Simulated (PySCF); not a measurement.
All values below come from PBE-D3(BJ)/def2-TZVP // B3LYP-D3(BJ)/def2-TZVP in PySCF 2.14.0. Isolated molecules, 0 K electronic values unless said otherwise. 

Reference species (SMILES): `[GaH2][F]` (neutral, multiplicity 1).

HOMO: -7.55 eV
LUMO: -2.44 eV
HOMO–LUMO gap: 5.11 eV

Changed species: `[GaH3]` (3 of 3 F replaced by H; the reference has 2 of 3 F replaced by H).

**Question.** Predict the effect on the HOMO, LUMO and HOMO–LUMO gap.

**Answer.** the HOMO rises by 0.21 eV, to -7.34 eV; the LUMO drops by 0.21 eV, to -2.65 eV; the HOMO–LUMO gap decreases by 0.42 eV, to 4.69 eV.
